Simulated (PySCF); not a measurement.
This PySCF input asks for the NMR shieldings of `NB(N)OC(F)F`, CH₅BF₂N₂O; the geometry comes from GFN2-xTB.

```python
import basis_set_exchange as bse
import numpy as np
from pyscf import gto, dft
from pyscf.prop import nmr

atoms = """
N    -1.375987    1.419810    0.389900
B    -0.555967    0.341980    0.038887
N    -1.059904   -0.870107   -0.464392
O     0.819124    0.542038    0.264580
C     1.719433   -0.419387    0.147247
F     1.829933   -0.895510   -1.134338
F     2.941868    0.074491    0.438731
H    -2.367735    1.443184    0.250470
H    -0.991596    2.265820    0.765472
H    -2.033532   -0.999152   -0.667535
H    -0.482166   -1.595811   -0.846481
H     1.557726   -1.308041    0.791434
"""
names = dict.fromkeys(["N", "B", "O", "C", "F", "H"], "pcSseg-1")
basis = {el: gto.basis.parse(bse.get_basis(n, elements=[el], fmt="nwchem")) for el, n in names.items()}
mol = gto.M(atom=atoms, basis=basis, charge=0, verbose=0)
mf = dft.RKS(mol, xc="PBE0")
mf.grids.level = 2
mf.grids.alignment = dft.numint.BLKSIZE   # the property module wants whole blocks of grid points
mf.conv_tol = 1e-9
mf.kernel()

calc = nmr.RKS(mf)   # GIAO
C = mf.mo_coeff
Co = C[:, mf.mo_occ > 0]
resp = mf.gen_response(singlet=True, hermi=2)
def vind(x):   # induced exchange potential for any number of trial vectors
    d = np.einsum("pi,xij,qj->xpq", C, 2 * x.reshape(-1, C.shape[1], Co.shape[1]), Co, optimize=True)
    return np.einsum("xpq,pi,qj->xij", resp(d - d.transpose(0, 2, 1)), C, Co, optimize=True).ravel()
mo1, _ = nmr.rhf.solve_mo1(calc, with_cphf=vind)
sigma = calc.kernel(mo1)
for i, s in enumerate(sigma):   # ppm
    print("%2d %-2s %9.2f" % (i, mol.atom_pure_symbol(i), np.trace(s) / 3))
```

Task: What are the results?

Result: 
```
 0 N     217.70
 1 B      80.49
 2 N     220.09
 3 O     188.73
 4 C      65.22
 5 F     252.90
 6 F     266.85
 7 H      29.96
 8 H      29.60
 9 H      29.93
10 H      29.57
11 H      25.00
```

These numbers come from an equivalent density-fitted implementation of the same equations, which agrees with the script to about 0.01 ppm for H and up to a few tenths of a ppm for heavy atoms, so last digits may differ.

Size and cost of the density-fitted run: 144 basis functions, 9.5 s wall time on 1 thread of an x86-64 server CPU, shared host.
